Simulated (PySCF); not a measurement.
## Correlation energy of V (vanadium, neutral)

[Ar] 3d3 4s1 4p1, one real determinant (an excited configuration). Calculation: PySCF 2.14, in x2c-TZVPPall; the spin-free X2C one-electron Hamiltonian (Gaussian nucleus). Frozen: [Ne]; 13 electrons correlated.

MP2 pair energies summed by pair of shells (mhartree):

| pair | energy | share (%) |
| --- | --- | --- |
| 3p-3p | -104.33 | 33.8 |
| 3p-3d | -103.01 | 33.3 |
| 3s-3p | -32.26 | 10.4 |
| 3d-3d | -18.81 | 6.1 |
| 3s-3d | -16.11 | 5.2 |
| 3p-4s | -9.89 | 3.2 |
| 3d-4s | -6.96 | 2.3 |
| 3s-3s | -5.67 | 1.8 |
| 3d-4p | -4.65 | 1.5 |
| 3p-4p | -4.61 | 1.5 |
| 4s-4p | -1.60 | 0.5 |
| 3s-4s | -0.76 | 0.2 |
| 3s-4p | -0.38 | 0.1 |

Total MP2 correlation energy: -309.03 mhartree.

Same-spin part -104.04 and opposite-spin part -205.00 mhartree; SCS-MP2 scales them by 1/3 and 6/5 to -280.67 mhartree.

The basis was made for the ground configuration and has no added diffuse functions, which can raise the energy of the promoted electron.

The reference is one real determinant that mixes LS terms of this configuration.

This basis was not built for core-valence correlation, so the inner-shell part is incomplete.
